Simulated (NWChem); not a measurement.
System: SiH3O3F; SMILES O[Si](O)(O)F

Here is an NWChem input.

```
start job
memory heap 200 mb stack 900 mb global 1100 mb
geometry units angstroms noautoz
  O      0.581911    -1.522333     0.281908
  Si     0.000159    -0.011276     0.054480
  O     -1.533020     0.092415     0.613103
  O      0.952273     1.079562     0.813975
  F     -0.000656     0.313456    -1.532410
  H      0.098444    -2.249713    -0.119317
  H     -1.979660     0.939466     0.531100
  H      1.880637     1.107528     0.566728
end
basis spherical
  O library def2-svp
  Si library def2-svp
  F library def2-svp
  H library def2-svp
end
dft
  xc m06-l
  iterations 150
  mulliken
end
task dft energy
```

Coordinates come from a PBE0/def2-SVP optimisation.

Question: What results follow from this input? (M06-L/def2-SVP.) Quantities: energy (Ha); highest occupied level (eV); orbital gap (eV); dipole (D).

Answer: 
```yaml
energy (Ha): -616.63
highest occupied level (eV): -8.04
orbital gap (eV): 8.62
dipole (D): 0.45
```
